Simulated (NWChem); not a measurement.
System: Si₂H₄SF₂; SMILES F[SiH2]S[SiH2]F

The following NWChem deck was run.

```
start job
memory heap 200 mb stack 900 mb global 1100 mb
geometry units angstroms noautoz
  Si    -0.294840    -1.751461    -0.291444
  F      1.134526    -2.518269    -0.272974
  S     -0.328578    -0.196851     1.174582
  Si     0.678418     1.324122     0.061143
  F     -0.357112     2.079479    -0.933113
  H     -0.471731    -1.188866    -1.655015
  H     -1.350232    -2.721326     0.088783
  H      1.745605     0.732394    -0.786254
  H      1.184890     2.310944     1.045372
end
basis spherical
  * library 6-31g*
end
dft
  xc xpbe96 cpbe96
  iterations 150
  mulliken
end
task dft energy
```

Output (shortened):

```
             Northwest Computational Chemistry Package (NWChem) 7.3.0
             --------------------------------------------------------

 C2  symmetry detected

                             Geometry "geometry" -> ""
                             -------------------------

 Output coordinates in angstroms (scale by  1.889725989 to convert to a.u.)

  No.       Tag          Charge          X              Y              Z
 ---- ---------------- ---------- -------------- -------------- --------------
    1 Si                  14.0000    -1.50536543    -0.60544551     0.17984647
    2 F                    9.0000    -2.34238415     0.68062413     0.70601058
    3 S                   16.0000     0.00000000     0.00000000    -1.21100697
    4 Si                  14.0000     1.50536543     0.60544551     0.17984647
    5 F                    9.0000     2.34238415    -0.68062413     0.70601058
    6 H                    1.0000    -0.89013293    -1.24430791     1.37167723
    7 H                    1.0000    -2.43365375    -1.49791108    -0.55556730
    8 H                    1.0000     0.89013293     1.24430791     1.37167723
    9 H                    1.0000     2.43365375     1.49791108    -0.55556730

 Effective nuclear repulsion energy (a.u.)     369.8049694124

      Symmetry information
      --------------------

 Group name             C2
 Group number              4
 Group order               2
 No. of unique centers     5

  pbe96 is a nonlocal functional; adding pw91lda local functional.

                                 NWChem DFT Module
                                 -----------------

 Summary of "ao basis" -> "ao basis" (spherical)
 ------------------------------------------------------------------------------
       Tag                 Description            Shells   Functions and Types
 ---------------- ------------------------------  ------  ---------------------
 Si                          6-31g*                  8       18   4s3p1d
 F                           6-31g*                  6       14   3s2p1d
 S                           6-31g*                  8       18   4s3p1d
 H                           6-31g*                  2        2   2s

      Symmetry analysis of basis
      --------------------------

        a          46
        b          44

            General Information
            -------------------
          SCF calculation type: DFT
          Wavefunction type:  closed shell.
          No. of atoms     :     9
          No. of electrons :    66
           Alpha electrons :    33
            Beta electrons :    33
          Charge           :     0
          Spin multiplicity:     1
          Use of symmetry is: on ; symmetry adaption is: on
          Maximum number of iterations: 150
          AO basis - number of functions:    90
                     number of shells:    44
          Convergence on energy requested:  1.00D-06
          Convergence on density requested:  1.00D-05
          Convergence on gradient requested:  5.00D-04

              XC Information
              --------------
          PerdewBurkeErnzerhof Exchange Functional  1.000
            Perdew 1991 LDA Correlation Functional  1.000 local
           PerdewBurkeErnz. Correlation Functional  1.000 non-local

             Grid Information
             ----------------
          Grid used for XC integration:  medium
          Radial quadrature: Mura-Knowles
          Angular quadrature: Lebedev.
          Tag              B.-S. Rad. Rad. Pts. Rad. Cut. Ang. Pts.
          ---              ---------- --------- --------- ---------
          Si                  1.10       88          11.0       590
          F                   0.50       49          12.0       434
          S                   1.00       88           9.0       590
          H                   0.35       45          13.0       434
          Grid pruning is: on
          Number of quadrature shells:   315
          Spatial weights used:  Erf1

      Superposition of Atomic Density Guess
      -------------------------------------

 Sum of atomic energies:       -1175.82789020

      Non-variational initial energy
      ------------------------------

 Total energy =   -1176.950174
 1-e energy   =   -2368.330668
 2-e energy   =     821.575525
 HOMO         =      -0.352181
 LUMO         =       0.053088

      Symmetry analysis of molecular orbitals - initial
      -------------------------------------------------

  Numbering of irreducible representations:

     1 a           2 b

  Orbital symmetries:

     1 a           2 a           3 b           4 b           5 a
     6 a           7 b           8 a           9 b          10 a
    11 b          12 b          13 a          14 a          15 b
    16 a          17 b          18 a          19 b          20 a
    21 b          22 a          23 a          24 b          25 b
    26 a          27 b          28 a          29 a          30 b
    31 b          32 a          33 b          34 a          35 b
    36 a          37 b          38 a          39 b          40 a
    41 b          42 a          43 b

     ---------------------------------------------
      Total Density - Mulliken Population Analysis
     ---------------------------------------------

    Atom       Charge   Shell Charges
 -----------   ------   -------------------------------------------------------
    1 Si  14    12.96   2.00  2.00  5.97  0.89  1.32  0.27  0.33  0.18
    2 F    9     9.62   2.00  0.95  3.48  1.00  2.19  0.01
    3 S   16    16.58   2.00  2.00  5.98  1.32  3.17  0.53  1.56  0.02
    4 Si  14    12.96   2.00  2.00  5.97  0.89  1.32  0.27  0.33  0.18
    5 F    9     9.62   2.00  0.95  3.48  1.00  2.19  0.01
    6 H    1     1.07   0.47  0.60
    7 H    1     1.07   0.47  0.60
    8 H    1     1.07   0.47  0.60
    9 H    1     1.07   0.47  0.60

   convergence    iter        energy       DeltaE   RMS-Dens  Diis-err
 ---------------- ----- ----------------- --------- --------- ---------
 d= 0,ls=0.0,diis     1  -1178.5672974646 -1.55D+03  2.65D-02  1.05D+00
 d= 0,ls=0.0,diis     2  -1178.2710935000  2.96D-01  1.62D-02  4.59D+00
 d= 0,ls=0.0,diis     3  -1178.6862986763 -4.15D-01  3.64D-03  5.54D-02
 d= 0,ls=0.0,diis     4  -1178.6887530355 -2.45D-03  2.00D-03  2.36D-02
 d= 0,ls=0.0,diis     5  -1178.6925390564 -3.79D-03  4.71D-04  1.13D-03
  Resetting Diis
 d= 0,ls=0.0,diis     6  -1178.6927420301 -2.03D-04  8.15D-05  3.84D-05
 d= 0,ls=0.0,diis     7  -1178.6927488703 -6.84D-06  2.34D-05  1.19D-06
 d= 0,ls=0.0,diis     8  -1178.6927487854  8.49D-08  1.31D-05  2.37D-06
 d= 0,ls=0.0,diis     9  -1178.6927490342 -2.49D-07  2.87D-06  1.24D-07

         Total DFT energy =    -1178.692749034214
      One electron energy =    -2370.859599419787
           Coulomb energy =      911.758959244962
    Exchange-Corr. energy =      -89.397078271804
 Nuclear repulsion energy =      369.804969412415

 Numeric. integr. density =       66.000006750139

                  Occupations of the irreducible representations
                  ----------------------------------------------

                     irrep           alpha         beta
                     --------     --------     --------
                     a                17.0         17.0
                     b                16.0         16.0

                       DFT Final Molecular Orbital Analysis
                       ------------------------------------

 Vector   31  Occ=2.000000D+00  E=-3.013738D-01  Symmetry=b
              MO Center= -2.9D-13, -5.4D-14, -1.7D-01, r^2= 6.4D+00
   Bfn.  Coefficient  Atom+Function         Bfn.  Coefficient  Atom+Function
  ----- ------------  ---------------      ----- ------------  ---------------
    39      0.279572  3 S  px                86      0.279846  7 H  s
    90     -0.279846  9 H  s                  7     -0.213596  1 Si px
    57     -0.213596  4 Si px                85      0.193160  7 H  s
    89     -0.193160  9 H  s                 21      0.172114  2 F  px
    71      0.172114  5 F  px                40      0.144807  3 S  py

 Vector   32  Occ=2.000000D+00  E=-2.867972D-01  Symmetry=a
              MO Center= -9.2D-14, -4.2D-14, -3.8D-01, r^2= 4.1D+00
   Bfn.  Coefficient  Atom+Function         Bfn.  Coefficient  Atom+Function
  ----- ------------  ---------------      ----- ------------  ---------------
    41      0.508760  3 S  pz                45      0.246549  3 S  pz
    84     -0.214979  6 H  s                 88     -0.214979  8 H  s
    37     -0.195833  3 S  pz                 9     -0.177700  1 Si pz
    59     -0.177700  4 Si pz                38     -0.156015  3 S  s
    23      0.149103  2 F  pz                73      0.149103  5 F  pz

 Vector   33  Occ=2.000000D+00  E=-2.566163D-01  Symmetry=b
              MO Center=  1.4D-14,  6.9D-15, -9.5D-01, r^2= 2.3D+00
   Bfn.  Coefficient  Atom+Function         Bfn.  Coefficient  Atom+Function
  ----- ------------  ---------------      ----- ------------  ---------------
    40      0.603771  3 S  py                44      0.333710  3 S  py
    39     -0.237855  3 S  px                36     -0.231284  3 S  py
    43     -0.162231  3 S  px                35      0.090947  3 S  px
    21     -0.088925  2 F  px                71     -0.088925  5 F  px
    84      0.081569  6 H  s                 88     -0.081569  8 H  s

 Vector   34  Occ=0.000000D+00  E=-2.997093D-02  Symmetry=a
              MO Center=  3.8D-13,  1.7D-13,  5.2D-02, r^2= 6.0D+00
   Bfn.  Coefficient  Atom+Function         Bfn.  Coefficient  Atom+Function
  ----- ------------  ---------------      ----- ------------  ---------------
    12      0.645349  1 Si py                62     -0.645349  4 Si py
     8      0.338070  1 Si py                58     -0.338070  4 Si py
    24     -0.328127  2 F  s                 74     -0.328127  5 F  s
    84      0.226096  6 H  s                 88      0.226096  8 H  s
    86      0.215211  7 H  s                 90      0.215211  9 H  s

 Vector   35  Occ=0.000000D+00  E=-1.906390D-02  Symmetry=a
              MO Center=  2.1D-13,  1.3D-13, -4.9D-02, r^2= 6.7D+00
   Bfn.  Coefficient  Atom+Function         Bfn.  Coefficient  Atom+Function
  ----- ------------  ---------------      ----- ------------  ---------------
    42      1.234924  3 S  s                 45      0.612711  3 S  pz
    13      0.535996  1 Si pz                63      0.535996  4 Si pz
    10     -0.515880  1 Si s                 60     -0.515880  4 Si s
    11     -0.498317  1 Si px                61      0.498317  4 Si px
    41      0.262847  3 S  pz                38      0.258044  3 S  s

 Vector   36  Occ=0.000000D+00  E=-1.002688D-02  Symmetry=b
              MO Center= -4.9D-13, -2.0D-13,  2.3D-01, r^2= 6.1D+00
   Bfn.  Coefficient  Atom+Function         Bfn.  Coefficient  Atom+Function
  ----- ------------  ---------------      ----- ------------  ---------------
    12      0.443047  1 Si py                62      0.443047  4 Si py
     6      0.368209  1 Si s                 56     -0.368209  4 Si s
    11     -0.345249  1 Si px                61     -0.345249  4 Si px
    24     -0.335406  2 F  s                 74      0.335406  5 F  s
    44     -0.302180  3 S  py                13      0.285736  1 Si pz

     ---------------------------------------------
      Total Density - Mulliken Population Analysis
     ---------------------------------------------

    Atom       Charge   Shell Charges
 -----------   ------   -------------------------------------------------------
    1 Si  14    13.41   2.00  2.00  5.96  1.00  1.74  0.18  0.28  0.26
    2 F    9     9.33   2.00  0.93  3.30  1.03  2.07  0.01
    3 S   16    16.33   2.00  2.00  5.97  1.36  3.12  0.53  1.33  0.03
    4 Si  14    13.41   2.00  2.00  5.96  1.00  1.74  0.18  0.28  0.26
    5 F    9     9.33   2.00  0.93  3.30  1.03  2.07  0.01
    6 H    1     1.05   0.50  0.55
    7 H    1     1.04   0.50  0.54
    8 H    1     1.05   0.50  0.55
    9 H    1     1.04   0.50  0.54

     -------------------------------------------
      Total Density - Lowdin Population Analysis
     -------------------------------------------

    Atom       Charge   Shell Charges
 -----------   ------   -------------------------------------------------------
    1 Si  14    13.60   2.00  1.98  5.88  0.69  1.58  0.36  0.74  0.38
    2 F    9     9.24   1.99  0.93  3.17  0.86  2.27  0.02
    3 S   16    16.21   2.00  1.99  5.90  1.09  2.87  0.57  1.75  0.04
    4 Si  14    13.60   2.00  1.98  5.88  0.69  1.58  0.36  0.74  0.38
    5 F    9     9.24   1.99  0.93  3.17  0.86  2.27  0.02
    6 H    1     1.03   0.50  0.53
    7 H    1     1.02   0.50  0.53
    8 H    1     1.03   0.50  0.53
    9 H    1     1.02   0.50  0.53

     Multipole analysis of the density
     ---------------------------------

     L   x y z        total         alpha         beta         nuclear
     -   - - -        -----         -----         ----         -------
     0   0 0 0      0.000000    -33.000000    -33.000000     66.000000

     1   1 0 0     -0.000000     -0.000000     -0.000000     -0.000000
     1   0 1 0     -0.000000     -0.000000     -0.000000      0.000000
     1   0 0 1      0.194254      0.097127      0.097127      0.000000

     2   2 0 0    -38.778939   -333.006158   -333.006158    627.233376
     2   1 1 0      4.071808     -9.263950     -9.263950     22.599709
     2   1 0 1     -0.000000     -0.000000     -0.000000      0.000000
     2   0 2 0    -37.235824    -65.374508    -65.374508     93.513192
     2   0 1 1      0.000000      0.000000      0.000000      0.000000
     2   0 0 2    -38.926920    -86.818524    -86.818524    134.710127
```

Level: PBE/6-31G* (spherical d). All runs use the structure optimised with PBE0/def2-SVP.
